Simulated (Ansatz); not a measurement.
Isolated molecules relaxed with PBE0-D4/def2-TZVP in Ansatz; ΔE leaves out vibrations. CCSD(T)/CBS is the MP2 limit (def2-TZVPP, def2-QZVPP) plus CCSD(T) − MP2 in def2-TZVPP, frozen cores. Functionals use def2-TZVPP. HSE06 is defined as in plane-wave codes. For Li outer-core shells are correlated without core-valence functions, which leaves a few kJ/mol of doubt a bond. One conformer a species, not always the lowest.

Consider the formal exchange of groups at the Si–N bond: `C[Si](C)(C)N` + `[Li-]1[O]C=CC=[O+]1` → `[Li][O][Si](C)(C)C` + `N/C=C/C=O`.

`C[Si](C)(C)N`:

Cartesian coordinates in Å:
```
C -0.622 -1.696 -0.112
Si -0.099 0.107 -0.039
C 1.341 0.361 -1.203
C 0.361 0.526 1.724
N -1.336 1.218 -0.517
H 0.190 -2.360 0.198
H -1.476 -1.885 0.545
H -0.915 -1.980 -1.127
H 2.170 -0.308 -0.954
H 1.706 1.390 -1.154
H 1.055 0.155 -2.239
H 0.720 1.555 1.800
H 1.147 -0.139 2.093
H -0.498 0.419 2.393
H -1.608 1.277 -1.485
H -2.137 1.360 0.078
```

`[Li-]1[O]C=CC=[O+]1`:

Z-matrix (Å, degrees):
```
Li
C 1 2.596
C 1 2.596 2 57.0
O 1 1.782 2 25.7 3 179.9
O 1 1.782 2 82.7 3 0.0
C 2 1.400 1 89.3 3 0.0
H 2 1.102 1 154.8 3 180.0
H 3 1.102 1 154.8 2 -180.0
H 6 1.083 2 117.7 1 180.0
```

`[Li][O][Si](C)(C)C`:

```xyz
15

Li   -2.186    0.884    2.629
O    -1.186    0.479    1.426
Si   -0.193    0.078    0.232
C     0.288   -1.741    0.321
C     1.396    1.087    0.292
C    -0.988    0.372   -1.450
H     0.789   -1.966    1.267
H     0.965   -2.022   -0.491
H    -0.597   -2.382    0.253
H     2.079    0.818   -0.520
H     1.182    2.157    0.207
H     1.924    0.928    1.237
H    -1.257    1.426   -1.575
H    -0.315    0.101   -2.269
H    -1.902   -0.220   -1.558
```

`N/C=C/C=O`:

```xyz
10

N    -1.304    0.018   -1.317
C    -0.187    0.190   -0.587
C     0.057   -0.285    0.653
C     1.322    0.001    1.279
O     1.666   -0.363    2.381
H    -2.084   -0.501   -0.954
H    -1.397    0.425   -2.227
H     0.585    0.779   -1.078
H    -0.668   -0.878    1.200
H     2.011    0.614    0.650
```

(1) Is it downhill or uphill in electronic energy at CCSD(T)/CBS, and by how much? (Estimate.)

(2) What do these levels give: r2SCAN-D4, BHLYP-D4, CAM-B3LYP-D4, ωB97M-V, PBE-QIDH, PBE, HSE06, LC-ωPBE, HF/def2-SVP, SCS-MP2/def2-TZVPP, MP2/def2-QZVPP, SCS-MP2/def2-QZVPP? (Best estimate.)

Largest T1 diagnostic among the species: 0.018.

## Answers

(1) Ansatz gave: Uphill: ΔE = +70.5 kJ/mol.

(2) The calculation gave: r2SCAN-D4 78.4, BHLYP-D4 81.1, CAM-B3LYP-D4 78.8, ωB97M-V 79.6, PBE-QIDH 78.4, PBE 77.4, HSE06 80.3, LC-ωPBE 79.2, HF/def2-SVP 96.9, SCS-MP2/def2-TZVPP 67.7, MP2/def2-QZVPP 66.9, SCS-MP2/def2-QZVPP 65.6 kJ/mol.

From PBE to PBE0 (25 % exact exchange), in def2-TZVPP and without D4, ΔE moves by +3.0 kJ/mol. In def2-TZVPP, CCSD(T) changes the Hartree–Fock value by −5.5 kJ/mol (the triples alone add +0.9 kJ/mol) and MP2 by −9.8 kJ/mol.
